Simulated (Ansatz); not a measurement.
**Counterpoise correction, worked out**

The pair of K⁺ (SMILES [K+], atom 1) and CH2O (SMILES C=O, atoms 2–5), both closed shells, in one local arrangement (a lower one may exist), relaxed at PBE0-D4/def2-TZVP:

K1  (-2.228, 0.315, -2.006)
C2  (0.568, -0.080, 0.512)
O3  (-0.323, 0.046, -0.291)
H4  (1.614, -0.209, 0.190)
H5  (0.369, -0.071, 1.595)
(Å)

Program: Ansatz 0.2.0. Basis: def2-TZVPPD. Cores are frozen in the correlated methods. The outer core shell of Li, Na, Mg and K is correlated. The def2 sets are not built for correlating such inner shells, so the correlated values are less sure here.

CCSD(T) total energies in eV:

| system | geometry | basis functions | energy |
| --- | --- | --- | --- |
| pair | pair | all | -19416.42691 |
| K⁺ | as in the pair | all (partner as ghosts) | -16304.28710 |
| CH2O | as in the pair | all (partner as ghosts) | -3111.36127 |
| K⁺ | as in the pair | its own | -16304.24723 |
| CH2O | as in the pair | its own | -3111.35661 |
| K⁺ | free (PBE0-D4 minimum) | its own | -16304.24723 |
| CH2O | free (PBE0-D4 minimum) | its own | -3111.34810 |

Problem. Work out the interaction energy with and without the counterpoise correction, the superposition error, and the binding energy from the relaxed fragments.

Solution. Without correction: -19416.42691 − (-16304.24723) − (-3111.35661) = -0.82307 eV.
With correction (each fragment in the whole basis): -19416.42691 − (-16304.28710) − (-3111.36127) = -0.77854 eV = -17.95 kcal/mol.
The superposition error is the difference, 0.04453 eV, 5 % of the uncorrected value: each fragment borrows its partner's functions.
Deformation from the free shapes: 0.00000 eV for K⁺ and -0.00851 eV for CH2O (a small negative value is possible, since the free shapes are minima of another method).
Binding energy from relaxed fragments: -0.77854 + 0.00000 + (-0.00851) = -0.78705 eV = -18.15 kcal/mol (electronic, without zero-point energy; negative means bound). For comparison, the corrected interaction energy by CCSD(T) at an estimated basis limit (MP2 extrapolated from triple and quadruple zeta, plus CCSD(T) − MP2 in triple zeta) is -0.825 eV; triple zeta with the correction binds less.

The T1 diagnostic stays at or below 0.017.

For scale, one of the runs: CCSD(T)/def2-TZVPPD, 147 basis functions, launched by `ansatz run in.yaml --threads 2 --pin off --events-out ev --progress --plain --max-ram 5222MiB`. Time: 15 s of wall clock on 2 CPU threads of an Arm Neoverse V1; the host was shared. Peak host memory: 0.95 GiB.
